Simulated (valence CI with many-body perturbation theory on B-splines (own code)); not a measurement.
# Ladder of approximations for Br4+

Method: valence CI with perturbative core correlation (CI+MBPT): three valence electrons over a frozen Dirac-Fock core [Ar] 3d10, a basis of 11 s, 11 p, 9 d, 7 f, 5 g, 2 h, 1 i functions for each j, with the one-electron correlation potential Σ1 (screened to all orders), the two-electron term Σ2, the three-electron term Σ3, Breit, model QED; selected single and double excitations, second order for the rest, scaled by the run's own slope (own B-spline code, finite nucleus).

Against 8 measured levels this calculation errs by 79 cm⁻¹ on average and by 220 at most. These come from a selection out of Moore, Atomic Energy Levels, vol. II, NSRDS-NBS 35 (1971 reprint of NBS Circular 467, 1952), an old analysis. Levels without a partner in it may be off by more.

Each rung adds one term. CI alone is the Dirac-Coulomb CI over the frozen core; QED comes last and gives the full result, which names the levels. Energies are above 4s²4p ²P°_1/2 on the same rung, in cm⁻¹.

Names give the largest LS component (configuration and term), which can be under half, so a name can repeat, a term be missing and a line seem to break the LS rules; names also repeat where a configuration has a term twice.

```
         Level  CI alone    + Σ1    + Σ2    + Σ3  + Breit    Full
 4s²4p ²P°_3/2      5889    6146    6184    6186     6067    6081
  4s4p² ⁴P_1/2     89878   91463   93504   93513    93534   93350
  4s4p² ⁴P_3/2     92256   93952   96019   96030    95997   95819
  4s4p² ⁴P_5/2     95489   97314   99375   99387    99290   99118
  4s4p² ²D_3/2    120050  122138  122975  122962   122879  122721
  4s4p² ²D_5/2    120755  122883  123731  123718   123606  123450
  4s4p² ²S_1/2    148598  150830  149693  149584   149545  149369
  4s4p² ²P_1/2    159748  162137  158507  158439   158352  158179
  4s4p² ²P_3/2    162908  165406  161413  161353   161231  161061
  4s²4d ²D_3/2    187066  190470  188189  188147   187918  187917
  4s²4d ²D_5/2    187688  191119  188843  188802   188546  188548
  4s²5s ²S_1/2    210741  215229  213754  213683   213479  213565
   4p³ ²D°_3/2    235049  239063  240244  240251   240173  239854
   4p³ ²D°_5/2    236099  240182  241486  241496   241372  241059
   4p³ ⁴S°_3/2    241997  245853  243852  243849   243795  243428
 4s²5p ²P°_1/2    250863  255596  254213  254141   253965  253989
 4s²5p ²P°_3/2    252595  257369  256014  255943   255732  255758
   4p³ ²P°_1/2    262091  266325  265612  265569   265460  265138
   4p³ ²P°_3/2    262867  267193  266570  266531   266378  266067
4s4p4d ⁴F°_3/2    261108  265849  267780  267817   267644  267460
4s4p4d ⁴F°_5/2    262391  267190  269077  269115   268911  268731
4s4p4d ⁴F°_7/2    264271  269150  271035  271073   270822  270647
4s4p4d ⁴F°_9/2    266916  271913  273822  273861   273543  273375
4s4p4d ⁴P°_5/2    279373  284318  284442  284444   284246  284066
4s4p4d ⁴D°_3/2    280289  285272  285250  285251   285050  284872
4s4p4d ⁴D°_1/2    281012  286019  285812  285812   285612  285435
4s4p4d ⁴D°_7/2    284050  289189  288907  288907   288628  288460
4s4p4d ⁴P°_1/2    283712  288850  289123  289124   288851  288682
4s4p4d ⁴D°_5/2    284292  289443  289323  289324   289043  288874
4s4p4d ⁴P°_3/2    284103  289252  289328  289329   289049  288880
 4s²4f ²F°_5/2    289890  295196  294365  294337   294085  294029
```

**Question.** How does the ionisation energy move along the ladder, and which term matters most?

**Answer.** CI alone 59.162, + Σ1 59.933, + Σ2 59.724, + Σ3 59.715, + Breit 59.683, + QED 59.688 eV. The largest step is Σ1, 0.771 eV. NIST lists 59.595 ± 0.025 eV (measured).
